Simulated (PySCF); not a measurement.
C3H6ClFSi, SMILES C(=C(\C)Cl)/[SiH2]F.

Coordinates come from a B3LYP-D3(BJ)/def2-SVP optimisation. The structure was generated by enumeration; whether it is a known compound was not checked. Other conformers were not sampled.

Level of theory: SMD-M06-2X/def2-SVP in PySCF.

Solvation free energies are E(SMD) − E(gas) at the gas-phase geometry, for 1 M in both phases. In vacuum the dipole moment is 2.41 D.

Computed solvation free energies in water, 2-propanol, n-hexane:
| solvent | ΔG(solv) (kcal/mol) | its non-electrostatic (CDS) part | dipole (D) |
|---|---|---|---|
| water | 0.6 | 4.2 | 2.99 |
| 2-propanol | -4.0 | -0.6 | 2.95 |
| n-hexane | -3.0 | -1.6 | 2.63 |
